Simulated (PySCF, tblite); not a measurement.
C7H13ClO2.
SMILES with atom numbers: `[CH3:1][O:2][C@@H:3]([CH2:4][CH:5]([CH3:6])[CH3:7])[C:8](=[O:9])[Cl:10]` (hydrogens: H11, H12, H13 on C1; H14 on C3; H15, H16 on C4; H17 on C5; H18, H19, H20 on C6; H21, H22, H23 on C7)

Structure optimised with GFN2-xTB, isolated species.

**Question.** What internal coordinates does the optimisation give?

**Answer.** 
```json
{"bond": "C1–O2", "length (Å)": "1.409", "order": "single"}
{"bond": "O2–C3", "length (Å)": "1.402", "order": "single"}
{"bond": "C3–C4", "length (Å)": "1.539", "order": "single"}
{"bond": "C4–C5", "length (Å)": "1.533", "order": "single"}
{"bond": "C5–C6", "length (Å)": "1.527", "order": "single"}
{"bond": "C5–C7", "length (Å)": "1.526", "order": "single"}
{"bond": "C3–C8", "length (Å)": "1.511", "order": "single"}
{"bond": "C8=O9", "length (Å)": "1.182", "order": "double"}
{"bond": "C8–Cl10", "length (Å)": "1.777", "order": "single"}
{"bond": "C1–H11", "length (Å)": "1.097", "order": "single"}
{"bond": "C1–H12, C1–H13", "length (Å)": "1.091", "order": "single"}
{"bond": "C3–H14", "length (Å)": "1.103", "order": "single"}
{"bond": "C4–H15", "length (Å)": "1.090", "order": "single"}
{"bond": "C4–H16", "length (Å)": "1.091", "order": "single"}
{"bond": "C5–H17", "length (Å)": "1.094", "order": "single"}
{"bond": "C6–H18, C6–H19, C6–H20", "length (Å)": "1.087", "order": "single"}
{"bond": "C7–H21, C7–H22, C7–H23", "length (Å)": "1.087", "order": "single"}
```

Bonds in one row agree within 0.01 Å and their mean is given. Orders are formal, as drawn. A selection of angles:
```json
{"angle": "C1–O2–C3", "degrees": "114.8"}
{"angle": "O2–C3–C4", "degrees": "108.0"}
{"angle": "O2–C3–C8", "degrees": "111.3"}
{"angle": "C4–C3–C8", "degrees": "108.6"}
{"angle": "C3–C4–C5", "degrees": "112.4"}
{"angle": "C4–C5–C6", "degrees": "109.3"}
{"angle": "C4–C5–C7", "degrees": "111.6"}
{"angle": "C6–C5–C7", "degrees": "109.9"}
{"angle": "C3–C8–O9", "degrees": "128.9"}
{"angle": "C3–C8–Cl10", "degrees": "111.3"}
{"angle": "O9–C8–Cl10", "degrees": "119.9"}
```

Torsions: C1–O2–C3–C4 170° (antiperiplanar); O2–C3–C4–C5 -64° (synclinal); C3–C4–C5–C6 166° (antiperiplanar); O2–C3–C8–O9 -12° (synperiplanar).

Of the pairs four or more bonds apart, H14···H22 is among the closest relative to their van der Waals radii: 2.20 Å, 92 % of the sum of Bondi's values. The C–O distances run from 1.182 Å (C8=O9, drawn double) to 1.409 Å (C1–O2, drawn single), a spread of 0.227 Å. The C–C distances run from 1.511 Å (C3–C8, drawn single) to 1.539 Å (C3–C4, drawn single), a spread of 0.028 Å. O2 (ether oxygen) is bent (angle 114.8°).

Point group: C1 (no symmetry element, even within 0.4 Å). Its GFN2-xTB frequencies are all real (lowest 26 cm⁻¹). One conformer, not necessarily the lowest. 3 starts were optimised and ended at 0.00, 0.03 and 2.67 kcal/mol (GFN2-xTB); the lowest of these is shown.

These are computed values.
